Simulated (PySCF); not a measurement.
FGeH₄NO₂. Atoms are numbered in the order given.

```xyz
9

N     -1.7529    -0.5101     0.0000
Ge    -0.0244     0.0134     0.0000
O      0.3121     0.8820    -1.5180
O      0.3121     0.8820     1.5180
F      1.1285    -1.3177     0.0000
H     -2.2669    -0.2365    -0.8426
H     -2.2669    -0.2365     0.8426
H      1.2174     0.6805    -1.8226
H      1.2174     0.6805     1.8226
```
Charge 0, spin multiplicity 1.

Coordinates come from a PBE-D3(BJ)/def2-SVP optimisation. Other conformers were not sampled.

These are PBE-D3(BJ)/def2-SVP (PySCF) values and carry that method's errors.

Frequencies are harmonic and unscaled.

Computed harmonic wavenumbers and intensities:
| mode | ν (cm⁻¹) | IR (km/mol) | moving atoms (share of kinetic energy) |
|---|---|---|---|
| 1 | 89 | 7.1 | H 63 %, O 23 %, F 10 % |
| 2 | 173 | 0.9 | H 57 %, N 25 %, O 13 % |
| 3 | 179 | 1.7 | O 47 %, F 28 %, N 17 % |
| 4 | 218 | 95.3 | H 37 %, O 27 %, Ge 17 %, N 14 % |
| 5 | 234 | 1.7 | H 37 %, F 20 %, Ge 18 %, O 14 %, N 10 % |
| 6 | 255 | 23.6 | O 38 %, Ge 26 %, F 21 %, N 9 % |
| 7 | 287 | 109.2 | H 72 %, O 19 % |
| 8 | 297 | 101.3 | H 58 %, O 23 %, F 17 % |
| 9 | 454 | 158.4 | H 70 %, N 27 % |
| 10 | 656 | 12.7 | F 44 %, O 38 %, N 12 % |
| 11 | 691 | 91.5 | O 44 %, F 32 %, Ge 21 % |
| 12 | 722 | 138.3 | O 75 %, Ge 23 % |
| 13 | 742 | 55.1 | N 52 %, Ge 21 %, H 17 % |
| 14 | 855 | 9.3 | H 87 % |
| 15 | 898 | 107.4 | H 87 % |
| 16 | 919 | 60.3 | H 87 %, O 9 % |
| 17 | 1481 | 29.4 | H 91 %, N 9 % |
| 18 | 3475 | 26.9 | H 96 % |
| 19 | 3582 | 36.5 | H 91 %, N 9 % |
| 20 | 3721 | 50.7 | H 94 % |
| 21 | 3723 | 77.3 | H 94 % |
